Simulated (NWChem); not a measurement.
System: GaH₃O; SMILES [OH][GaH2]

Here is an NWChem input.

```
start job
memory heap 200 mb stack 700 mb global 900 mb
geometry units angstroms noautoz
  Ga     0.076115     0.317888     0.000000
  H      1.445512     1.083342     0.000000
  H     -1.397018     0.886501     0.000000
  O      0.294337    -1.475325     0.000000
  H     -0.552352    -1.958386     0.000000
end
basis spherical
  * library def2-svp
end
dft
  xc b3lyp
  grid coarse
  iterations 150
  mulliken
end
task dft gradient
```

Output (shortened):

```
             Northwest Computational Chemistry Package (NWChem) 7.3.0
             --------------------------------------------------------

 CS  symmetry detected

                             Geometry "geometry" -> ""
                             -------------------------

 Output coordinates in angstroms (scale by  1.889725989 to convert to a.u.)

  No.       Tag          Charge          X              Y              Z
 ---- ---------------- ---------- -------------- -------------- --------------
    1 Ga                  31.0000     0.00715250     0.36472686     0.00000000
    2 H                    1.0000     1.43711404     1.01000042     0.00000000
    3 H                    1.0000    -1.41182729     1.05750238     0.00000000
    4 O                    8.0000     0.07088445    -1.44059082     0.00000000
    5 H                    1.0000    -0.81408990    -1.84930905     0.00000000

 Effective nuclear repulsion energy (a.u.)     108.2595384265

      Symmetry information
      --------------------

 Group name             Cs
 Group number              2
 Group order               2
 No. of unique centers     5

                                 NWChem DFT Module
                                 -----------------

 Summary of "ao basis" -> "ao basis" (spherical)
 ------------------------------------------------------------------------------
       Tag                 Description            Shells   Functions and Types
 ---------------- ------------------------------  ------  ---------------------
 Ga                         def2-svp                12       32   5s4p3d
 H                          def2-svp                 3        5   2s1p
 O                          def2-svp                 6       14   3s2p1d

      Symmetry analysis of basis
      --------------------------

        a'         44
        a"         17

            General Information
            -------------------
          SCF calculation type: DFT
          Wavefunction type:  closed shell.
          No. of atoms     :     5
          No. of electrons :    42
           Alpha electrons :    21
            Beta electrons :    21
          Charge           :     0
          Spin multiplicity:     1
          Use of symmetry is: on ; symmetry adaption is: on
          Maximum number of iterations: 150
          AO basis - number of functions:    61
                     number of shells:    27
          Convergence on energy requested:  1.00D-06
          Convergence on density requested:  1.00D-05
          Convergence on gradient requested:  5.00D-04

              XC Information
              --------------
                         B3LYP Method XC Potential
                     Hartree-Fock (Exact) Exchange  0.200
                        Slater Exchange Functional  0.800 local
                    Becke 1988 Exchange Functional  0.720 non-local
              Lee-Yang-Parr Correlation Functional  0.810
                  VWN I RPA Correlation Functional  0.190 local

             Grid Information
             ----------------
          Grid used for XC integration:  coarse
          Radial quadrature: Mura-Knowles
          Angular quadrature: Lebedev.
          Tag              B.-S. Rad. Rad. Pts. Rad. Cut. Ang. Pts.
          ---              ---------- --------- --------- ---------
          Ga                  1.30       95           8.0       302
          H                   0.35       35          10.0       302
          O                   0.60       35           8.0       302
          Grid pruning is: on
          Number of quadrature shells:   235
          Spatial weights used:  Erf1

      Superposition of Atomic Density Guess
      -------------------------------------

 Sum of atomic energies:       -1999.16485195

      Non-variational initial energy
      ------------------------------

 Total energy =   -1999.422164
 1-e energy   =   -3004.477504
 2-e energy   =     896.795801
 HOMO         =      -0.353722
 LUMO         =       0.004392

      Symmetry analysis of molecular orbitals - initial
      -------------------------------------------------

  Numbering of irreducible representations:

     1 a'          2 a"

  Orbital symmetries:

     1 a'          2 a'          3 a'          4 a'          5 a"
     6 a'          7 a'          8 a'          9 a'         10 a"
    11 a'         12 a'         13 a'         14 a"         15 a"
    16 a'         17 a'         18 a'         19 a"         20 a'
    21 a'         22 a"         23 a'         24 a'         25 a'
    26 a'         27 a'         28 a'         29 a"         30 a'
    31 a"

     ---------------------------------------------
      Total Density - Mulliken Population Analysis
     ---------------------------------------------

    Atom       Charge   Shell Charges
 -----------   ------   -------------------------------------------------------
    1 Ga  31    30.08   2.00  2.00  2.00  0.94  0.22  6.00  5.98  0.58  0.30  8.10  1.83  0.13
    2 H    1     1.16   0.68  0.47  0.01
    3 H    1     1.16   0.67  0.48  0.01
    4 O    8     8.95   1.99  1.12  0.67  3.12  2.05  0.00
    5 H    1     0.66   0.52  0.07  0.06

   convergence    iter        energy       DeltaE   RMS-Dens  Diis-err
 ---------------- ----- ----------------- --------- --------- ---------
 d= 0,ls=0.0,diis     1  -2001.5563188808 -2.11D+03  2.63D-02  6.00D-01
 d= 0,ls=0.0,diis     2  -2001.2313787785  3.25D-01  1.82D-02  3.61D+00
 d= 0,ls=0.0,diis     3  -2001.6320350042 -4.01D-01  1.49D-03  2.58D-02
 d= 0,ls=0.0,diis     4  -2001.6335845495 -1.55D-03  5.47D-04  7.42D-03
 d= 0,ls=0.0,diis     5  -2001.6339431325 -3.59D-04  1.48D-04  3.48D-04
  Resetting Diis
 d= 0,ls=0.0,diis     6  -2001.6339659911 -2.29D-05  1.82D-05  1.75D-06
 d= 0,ls=0.0,diis     7  -2001.6339662191 -2.28D-07  5.59D-06  3.11D-08

         Total DFT energy =    -2001.633966219056
      One electron energy =    -3004.779242613562
           Coulomb energy =      979.690457387806
    Exchange-Corr. energy =      -84.804719419817
 Nuclear repulsion energy =      108.259538426519

 Numeric. integr. density =       41.999972140165

                  Occupations of the irreducible representations
                  ----------------------------------------------

                     irrep           alpha         beta
                     --------     --------     --------
                     a'               16.0         16.0
                     a"                5.0          5.0

                       DFT Final Molecular Orbital Analysis
                       ------------------------------------

 Vector   19  Occ=2.000000D+00  E=-3.298064D-01  Symmetry=a'
              MO Center=  5.5D-01, -1.8D-01,  1.4D-14, r^2= 2.7D+00
   Bfn.  Coefficient  Atom+Function         Bfn.  Coefficient  Atom+Function
  ----- ------------  ---------------      ----- ------------  ---------------
    47      0.372884  4 O  py                33     -0.318038  2 H  s
    50      0.254230  4 O  py                12     -0.201438  1 Ga px
    13     -0.182167  1 Ga py                46     -0.180681  4 O  px
    15     -0.155772  1 Ga px                34     -0.147715  2 H  s
    49     -0.136817  4 O  px                 9      0.117335  1 Ga px

 Vector   20  Occ=2.000000D+00  E=-3.068661D-01  Symmetry=a"
              MO Center=  4.8D-02, -1.3D+00,  4.4D-14, r^2= 9.3D-01
   Bfn.  Coefficient  Atom+Function         Bfn.  Coefficient  Atom+Function
  ----- ------------  ---------------      ----- ------------  ---------------
    48      0.600317  4 O  pz                51      0.446320  4 O  pz
    17      0.130970  1 Ga pz                14      0.124601  1 Ga pz
    11     -0.070430  1 Ga pz                19      0.070103  1 Ga d -1
    29     -0.048514  1 Ga d -1              61      0.028375  5 H  pz

 Vector   21  Occ=2.000000D+00  E=-3.021704D-01  Symmetry=a'
              MO Center= -2.7D-01,  5.6D-02, -8.8D-15, r^2= 3.2D+00
   Bfn.  Coefficient  Atom+Function         Bfn.  Coefficient  Atom+Function
  ----- ------------  ---------------      ----- ------------  ---------------
    38      0.320327  3 H  s                 39      0.271332  3 H  s
    46      0.271333  4 O  px                47     -0.255992  4 O  py
    12     -0.210433  1 Ga px                33     -0.201580  2 H  s
    50     -0.193751  4 O  py                49      0.186441  4 O  px
    34     -0.185437  2 H  s                  9      0.126194  1 Ga px

 Vector   22  Occ=0.000000D+00  E=-5.070001D-02  Symmetry=a"
              MO Center= -1.8D-03,  3.7D-01, -3.5D-14, r^2= 3.7D+00
   Bfn.  Coefficient  Atom+Function         Bfn.  Coefficient  Atom+Function
  ----- ------------  ---------------      ----- ------------  ---------------
    17      0.704589  1 Ga pz                14      0.412606  1 Ga pz
    48     -0.221476  4 O  pz                51     -0.215137  4 O  pz
    11     -0.209446  1 Ga pz                 8      0.067609  1 Ga pz
    29      0.057512  1 Ga d -1              19     -0.036023  1 Ga d -1

 Vector   23  Occ=0.000000D+00  E= 1.018506D-02  Symmetry=a'
              MO Center= -3.3D-01, -3.9D-01,  5.2D-14, r^2= 4.4D+00
   Bfn.  Coefficient  Atom+Function         Bfn.  Coefficient  Atom+Function
  ----- ------------  ---------------      ----- ------------  ---------------
     5      0.848182  1 Ga s                 45     -0.615311  4 O  s
    39     -0.539131  3 H  s                 16     -0.475264  1 Ga py
     4      0.387681  1 Ga s                 34     -0.305227  2 H  s
    58      0.299556  5 H  s                  3     -0.217480  1 Ga s
    15     -0.178506  1 Ga px                38     -0.178616  3 H  s

 Vector   24  Occ=0.000000D+00  E= 4.124115D-02  Symmetry=a'
              MO Center= -7.3D-02,  9.5D-01, -6.4D-14, r^2= 4.4D+00
   Bfn.  Coefficient  Atom+Function         Bfn.  Coefficient  Atom+Function
  ----- ------------  ---------------      ----- ------------  ---------------
    34     -1.008562  2 H  s                 16      0.953211  1 Ga py
     5      0.863717  1 Ga s                 39     -0.825798  3 H  s
     4      0.593710  1 Ga s                 45      0.293614  4 O  s
    33     -0.210438  2 H  s                  3     -0.207980  1 Ga s
    13      0.194636  1 Ga py                38     -0.189142  3 H  s

     ---------------------------------------------
      Total Density - Mulliken Population Analysis
     ---------------------------------------------

    Atom       Charge   Shell Charges
 -----------   ------   -------------------------------------------------------
    1 Ga  31    30.54   2.00  2.00  1.99  1.06  0.11  6.00  5.98  0.88  0.41  8.03  1.84  0.23
    2 H    1     1.10   0.70  0.39  0.01
    3 H    1     1.12   0.70  0.42  0.01
    4 O    8     8.43   1.99  1.09  0.68  2.84  1.83  0.01
    5 H    1     0.82   0.68  0.07  0.07

     -------------------------------------------
      Total Density - Lowdin Population Analysis
     -------------------------------------------

    Atom       Charge   Shell Charges
 -----------   ------   -------------------------------------------------------
    1 Ga  31    30.72   2.00  2.00  1.94  0.71  0.32  5.99  5.84  1.02  0.61  7.77  2.03  0.48
    2 H    1     1.08   0.60  0.46  0.02
    3 H    1     1.09   0.60  0.47  0.02
    4 O    8     8.19   1.97  0.89  0.61  2.67  2.03  0.01
    5 H    1     0.91   0.56  0.18  0.18

     Multipole analysis of the density
     ---------------------------------

     L   x y z        total         alpha         beta         nuclear
     -   - - -        -----         -----         ----         -------
     0   0 0 0     -0.000000    -21.000000    -21.000000     42.000000

     1   1 0 0     -0.560407     -0.280204     -0.280204      0.000000
     1   0 1 0      0.213722      0.106861      0.106861      0.000000
     1   0 0 1      0.000000      0.000000      0.000000      0.000000

     2   2 0 0    -18.154061    -17.581660    -17.581660     17.009259
     2   1 1 0      2.413085     -0.093191     -0.093191      2.599467
     2   1 0 1      0.000000      0.000000      0.000000      0.000000
     2   0 2 0    -18.415121    -56.139501    -56.139501     93.863881
     2   0 1 1     -0.000000     -0.000000     -0.000000      0.000000
     2   0 0 2    -15.961181     -7.980590     -7.980590      0.000000

            General Information
            -------------------
          SCF calculation type: DFT
          Wavefunction type:  closed shell.
          No. of atoms     :     5
          No. of electrons :    42
           Alpha electrons :    21
            Beta electrons :    21
          Charge           :     0
          Spin multiplicity:     1
          Use of symmetry is: on ; symmetry adaption is: on
          Maximum number of iterations: 150
          AO basis - number of functions:    61
                     number of shells:    27
          Convergence on energy requested:  1.00D-06
          Convergence on density requested:  1.00D-05
          Convergence on gradient requested:  5.00D-04

              XC Information
              --------------
                         B3LYP Method XC Potential
                     Hartree-Fock (Exact) Exchange  0.200
                        Slater Exchange Functional  0.800 local
                    Becke 1988 Exchange Functional  0.720 non-local
              Lee-Yang-Parr Correlation Functional  0.810
                  VWN I RPA Correlation Functional  0.190 local

             Grid Information
             ----------------
          Grid used for XC integration:  coarse
          Radial quadrature: Mura-Knowles
          Angular quadrature: Lebedev.
          Tag              B.-S. Rad. Rad. Pts. Rad. Cut. Ang. Pts.
          ---              ---------- --------- --------- ---------
          Ga                  1.30       95           8.0       302
          H                   0.35       35          10.0       302
          O                   0.60       35           8.0       302
          Grid pruning is: on
          Number of quadrature shells:   235
          Spatial weights used:  Erf1

          Convergence Information
          -----------------------
          Convergence aids based upon iterative change in
          total energy or number of iterations.
          Levelshifting, if invoked, occurs when the
          HOMO/LUMO gap drops below (HL_TOL):  1.00D-02
          DIIS, if invoked, will attempt to extrapolate
          using up to (NFOCK): 10 stored Fock matrices.

                    Damping( 0%)  Levelshifting(0.5)       DIIS
                  --------------- ------------------- ---------------
          dE  on:    start            ASAP                start
          dE off:    2 iters        150 iters           150 iters

                            NWChem DFT Gradient Module
                            --------------------------

  charge          =   0.00
  wavefunction    = closed shell

  Using symmetry

                         DFT ENERGY GRADIENTS

    atom               coordinates                        gradient
                 x          y          z           x          y          z
   1 Ga      0.013516   0.689234   0.000000   -0.001135   0.003259   0.000000
   2 H       2.715752   1.908624   0.000000    0.001531   0.000007   0.000000
   3 H      -2.667967   1.998390   0.000000   -0.001733   0.000754   0.000000
   4 O       0.133952  -2.722322   0.000000    0.009134  -0.001895   0.000000
   5 H      -1.538407  -3.494687   0.000000   -0.007797  -0.002124   0.000000
```

Level: B3LYP/def2-SVP. Coordinates come from a PBE-D3(BJ)/def2-SVP optimisation. B3LYP is NWChem's, with the RPA form of VWN correlation.
